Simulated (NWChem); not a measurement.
ammonium (NH4 cation); SMILES [NH4+]

Results from NWChem. Each level has its own optimisation; frequencies are unscaled.

Task: Taking Hartree-Fock/def2-TZVPP as the yardstick, which of these has the fewest basis functions while keeping “highest harmonic frequency (cm⁻¹)” within 10 cm⁻¹ of it: Hartree-Fock/pcseg-1; Hartree-Fock/3-21G; Hartree-Fock/pcseg-2; Hartree-Fock/aug-pcseg-1?

Result: Hartree-Fock/aug-pcseg-1.
| level | basis functions | highest harmonic frequency (cm⁻¹) |
|---|---|---|
| Hartree-Fock/3-21G | 17 | 3574 |
| Hartree-Fock/pcseg-1 | 34 | 3711 |
| Hartree-Fock/aug-pcseg-1 | 59 | 3685 |
| Hartree-Fock/pcseg-2 | 86 | 3688 |
| Hartree-Fock/def2-TZVPP | 87 | 3687 |

The yardstick is one finite set, not the basis-set limit.
